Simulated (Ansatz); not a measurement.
H2B2Si, SMILES `B1=B[SiH2]1` (charge 0, multiplicity 1).

These are HSE06/cc-pVTZ // B3LYP-D3(BJ)/def2-TZVP in Ansatz (an electronic-structure program) values and carry that method's errors.

Ansatz 0.2 input:
```yaml
crystal:
  periodic: [false, false, false]
  atoms:
    - { symbol: B, position_ang: [1.49021, 0.687271, 0.279884] }
    - { symbol: B, position_ang: [1.466961, -0.719088, -0.3199] }
    - { symbol: Si, position_ang: [-0.37798, 0.004067, 0.005113] }
    - { symbol: H, position_ang: [-1.271665, 1.097091, 0.481209] }
    - { symbol: H, position_ang: [-1.307528, -1.069342, -0.446306] }
basis:
  gaussian: { orbitals: cc-pVTZ }
hamiltonian:
  xc: hse06
```

Output:

```
Functional definition: HSE06
828 factors; their error is unknown
65 factors; integrals over basis functions are off by at most 9.8e-7 eV
mean field evaluation 1: about -9248.4644 eV, gradient 2.8e1 eV
mean field evaluation 2: about -9246.2721 eV, gradient 3.5e1 eV
mean field evaluation 4: about -9251.0535 eV, gradient 3.0e0 eV
mean field evaluation 8: about -9251.1166 eV, gradient 3.2e-2 eV
mean field evaluation 16: about -9251.1166 eV, gradient 3.1e-5 eV
mean field -9251.11658917 eV, -339.9722640200 hartree, gradient 3.1e-5 eV, S^2 0.000000; 0 other end points of the search recorded, 0 dependent functions left out
reference -9251.11662305 eV, -339.9722652649 hartree; 13, 13 occupied and 109, 109 virtual orbitals, 828 factors
Total energy: -9251.11662305 eV, -339.9722652649 hartree
```
